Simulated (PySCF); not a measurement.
## Working out the ionisation energy of Cs

Cs [Xe] 6s1 (2S) → Cs⁺ [Xe] (1S). All numbers are calculated (PySCF 2.14, the spin-free X2C one-electron Hamiltonian (Gaussian nucleus), in x2c-TZVPPall (11s7p6d2f1g, 85 functions)). Frozen: [Kr] 4d10. Energies in hartree (1 hartree = 27.21139 eV):

```json
{"part": "UHF", "Cs (lower)": "-7783.064920", "Cs⁺ (upper)": "-7782.937205"}
{"part": "CCSD correlation", "Cs (lower)": "-0.171680", "Cs⁺ (upper)": "-0.159426"}
{"part": "(T)", "Cs (lower)": "-0.005329", "Cs⁺ (upper)": "-0.004250"}
```

Question: What does Hartree-Fock give?

Answer: (-7782.937205) − (-7783.064920) = 0.127715 hartree = 3.475 eV.

Question: What do CCSD and CCSD(T) give?

Answer: The CCSD correlation energies differ by 0.012254 hartree = 0.333 eV and the triples by 0.001079 hartree = 0.029 eV, so CCSD gives 3.808 eV and CCSD(T) 3.837 eV.

Measured between the centres of the two terms (NIST): 3.894 eV, so CCSD(T) (valence and next inner shell) is off by -0.057 eV.

What remains against the reference includes basis incompleteness, the frozen core and higher excitations.
